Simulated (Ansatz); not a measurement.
Reaction (ligand exchange at the Al–F bond): `[F][AlH][O][SiH3]` + silanol → `[SiH3][O][AlH][O][SiH3]` + H–F

Gas-phase electronic energies from Ansatz, PBE0-D4/def2-TZVP geometries. CBS: MP2 limit from def2 TZ/QZ plus the TZ coupled-cluster correction, frozen cores. This one scheme is used for every species. DFT in def2-TZVPP. B3LYP here is the variant with VWN-RPA as its local correlation; programs differ in this. HSE06 is defined as in plane-wave codes. One conformer a species, not always the lowest.

Problem. Is it downhill or uphill in electronic energy at CCSD(T)/CBS, and by how much? (Estimate.)

Solution. The calculation gave: Uphill: ΔE = +22.2 kJ/mol.

Problem. What do these levels give: B3LYP-D4, HSE06-D4, PBE, B3LYP, CCSD/def2-SVP, CCSD(T)/def2-SVP? (An estimate is asked.)

Solution. Computed: B3LYP-D4 23.3, HSE06-D4 22.7, PBE 32.0, B3LYP 31.5, CCSD/def2-SVP 24.7, CCSD(T)/def2-SVP 24.5 kJ/mol.

Largest T1 diagnostic among the species: 0.012.

From PBE to PBE0 (25 % exact exchange), in def2-TZVPP and without D4, ΔE moves by −4.3 kJ/mol. Leaving LDA and LC-ωPBE aside and taking each functional with its dispersion term where it has one, the values, not all of them listed here, spread over 7.8 kJ/mol, from BHLYP-D4 to B2PLYP. LDA lies −5.5 kJ/mol from PBE without D4.
